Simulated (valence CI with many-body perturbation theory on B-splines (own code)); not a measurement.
Results of a calculation; reference values are marked as such.
Mn XII: magnetic and hyperfine properties of the levels

Level of theory: valence CI with perturbative core correlation (CI+MBPT): four valence electrons over a frozen Dirac-Fock core [Ne], radial functions for each j: 11 s, 11 p, 9 d, 7 f, 5 g, 2 h, 1 i, with the one-electron correlation potential Σ1 (screened to all orders), the two-electron term Σ2, the three-electron term Σ3, Breit, model QED; selected single and double excitations, second order for the rest, scaled by the run's own slope (own B-spline code, finite nucleus).

No measured spectrum was set against this ion. As an estimate, levels of excited configurations hold to 0.05 to 0.15 % of their energy, terms of the ground configuration to about 0.5 %.

A/g_I is the dipole constant over the nuclear g factor μ/I (μ in nuclear magnetons, uniformly magnetised nucleus), B/Q the quadrupole constant per barn. Both hold the static response of the core; the bare values leave it out. Large factors of s and p1/2 electrons are usually good to 5 to 10 %; those of open d and f shells near neutrality can be off by tens of per cent, and small factors of p3/2, d and f electrons come from cancelling terms and can be off by a factor of two or in sign, in half-filled shells by more. B is blank for J = 1/2, where it vanishes, and for nearly pure S terms. Energies count from the lowest level. Levels with J = 0 are left out.

Names give the largest LS component (configuration and term), which can be under half, so a name can repeat, a term be missing and a line seem to break the LS rules; names also repeat where a configuration has a term twice.

```tsv
Level	E (cm⁻¹)	g	A/g_I (MHz)	A/g_I bare	B/Q (MHz/b)	B/Q bare
3s²3p² ³P_1	7226	1.500	30.4	206	3400	3230
3s²3p² ³P_2	15040	1.466	5550	5400	-5590	-5300
3s²3p² ¹D_2	42254	1.034	6060	5780	12300	11700
3s3p³ ⁵S°_2	195910	1.997	17200	16600		
3s3p³ ³D°_1	264410	0.526	-10300	-9670	2050	1960
3s3p³ ³D°_2	264540	1.181	9520	9060	4110	3910
3s3p³ ³D°_3	266600	1.333	15600	14800	-767	-716
3s3p³ ³P°_1	303630	1.477	21700	20600	-2410	-2290
3s3p³ ³P°_2	304080	1.469	16400	15600	-4250	-4030
3s3p³ ¹D°_2	334030	1.019	5940	5690	-2300	-2160
3s3p³ ³S°_1	386010	1.806	-11800	-10500	-16.3	-13.6
3s²3p3d ³F°_2	399170	0.669	5220	5010	5140	4980
3s²3p3d ³F°_3	404660	1.084	3220	3190	5470	5310
3s3p³ ¹P°_1	405100	1.190	932	1090	124	123
3s²3p3d ³F°_4	412690	1.250	1810	1880	7980	7720
3s²3p3d ³P°_2	452570	1.255	1940	2040	46.2	107
3s²3p3d ³P°_1	460060	1.221	-1740	-1340	1540	1500
3s²3p3d ¹D°_2	462760	1.187	1590	1670	-578	-490
3s²3p3d ³D°_1	470010	0.782	1750	1780	-3940	-3760
3s²3p3d ³D°_2	472350	1.222	3160	3200	-4850	-4620
3s²3p3d ³D°_3	472570	1.330	3440	3450	-4840	-4530
3s²3p3d ¹F°_3	517590	1.002	2700	2660	7790	7560
3s²3p3d ¹P°_1	530520	0.996	-970	-739	1030	1030
3p⁴ ³P_2	557750	1.453	5490	5510	2460	2350
3p⁴ ³P_1	567910	1.500	3260	3420	-1920	-1830
3p⁴ ¹D_2	578780	1.046	6770	6490	-10500	-9950
3s3p²3d ⁵F_1	587360	0.014	-12800	-12100	-750	-671
3s3p²3d ⁵F_2	589170	1.011	2310	2350	527	539
3s3p²3d ⁵F_3	592010	1.258	6030	5900	664	698
3s3p²3d ⁵F_4	596000	1.354	7630	7410	-784	-639
3s3p²3d ⁵F_5	601140	1.399	8930	8630	-5770	-5330
3s3p²3d ⁵D_1	608610	1.489	10700	10400	-3210	-3080
3s3p²3d ⁵D_2	609530	1.485	10500	10200	-3340	-3190
3s3p²3d ⁵D_3	610930	1.482	10200	9860	-1160	-1090
```

**Question.** Take the isotope of mass number 53, with I = 7/2, μ = 5.033 μN and Q = 0.17 b. What is the hyperfine structure of 3s3p³ ³P°_1?

**Answer.** From the table A = 31300 MHz, B = -409 MHz. Shifts from the centre of gravity in MHz: F = 5/2: -141000, F = 7/2: -31000, F = 9/2: 109000.
